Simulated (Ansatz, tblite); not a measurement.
Removing and adding an electron: tetramethylammonium benzoate, `C[N+](C)(C)C.O=C([O-])c1ccccc1`. Total charge 0; singlet. Geometry: PBE-D4/def2-SVP. Ansatz, gas phase; energy differences of separate SCF runs; the oxidised species was run as a doublet alone; the reduced species was run as a doublet alone.

```xyz
31

C    -1.320   -1.184    3.968
N    -0.858   -0.768    2.610
C    -1.870    0.149    1.969
C    -0.692   -1.974    1.719
C     0.462   -0.047    2.712
H    -2.290   -1.709    3.881
H    -0.567   -1.860    4.415
H    -1.436   -0.285    4.602
H    -1.906    1.091    2.545
H    -1.534    0.296    0.910
H    -2.856   -0.353    1.994
H     0.140   -2.588    2.109
H    -1.635   -2.551    1.738
H    -0.498   -1.578    0.689
H     1.191   -0.737    3.178
H     0.318    0.838    3.360
H     0.800    0.260    1.673
O     1.311    0.728    0.015
C     0.490    0.379   -0.879
O    -0.613   -0.242   -0.694
C     0.838    0.728   -2.320
C     2.036    1.407   -2.616
C     2.360    1.730   -3.941
C     1.488    1.375   -4.985
C     0.291    0.697   -4.697
C    -0.031    0.376   -3.370
H     2.692    1.670   -1.772
H     3.299    2.260   -4.166
H     1.742    1.627   -6.027
H    -0.393    0.418   -5.514
H    -0.959   -0.154   -3.106
```

The xTB rows come from tblite. HOMO above LUMO, or a gap near zero within one spin, warns that the state may not be the lowest or that an electron is smeared out.

```
           level  −HOMO (eV)  vertical IE (eV)  −LUMO (eV)  vertical EA (eV)  HOMO–LUMO gap (eV)  IE − EA (eV)                                                                                                               remarks
        GFN1-xTB       10.16             12.98        6.62              4.11                3.54          8.87                                                                                                                     –
        GFN2-xTB        8.77             11.70        5.61              2.83                3.16          8.87                                                                                                                     –
 PBE-D4/def2-SVP        4.11              7.21        0.65             -1.09                3.46          8.30  HOMO above zero (-1 doublet), gap within one spin near zero (+1 doublet), gap within one spin near zero (-1 doublet)
PBE0-D4/def2-SVP        5.79              7.71       -0.19             -1.46                5.99          9.17                                                                                          HOMO above zero (-1 doublet)
```

Relaxing the reduced species (PBE-D4/def2-SVP) changes its energy by -0.10 eV at PBE-D4/def2-SVP, so the adiabatic electron affinity to this nearest minimum is -0.99 eV. At PBE0-D4/def2-SVP it is -1.43 eV. The highest occupied level of the relaxed charge -1 doublet lies above zero (up to 2.66 eV). By energy differences, losing it releases 0.99 eV (each at its own geometry, to the charge 0 singlet, at PBE-D4/def2-SVP). The gap within one spin of the relaxed charge -1 doublet nearly closes, so an electron or hole may be smeared out by delocalisation error.     A HOMO above zero means that the electron is unbound at that level or that self-interaction error raises the level; the energy of removing that electron tells which. Raw xTB energy differences between charge states are shifted by several eV; the methods need an empirical correction for them. Sets without diffuse functions give affinities that are too small. A negative affinity means that the extra electron isn't bound; its size then hangs on the basis.
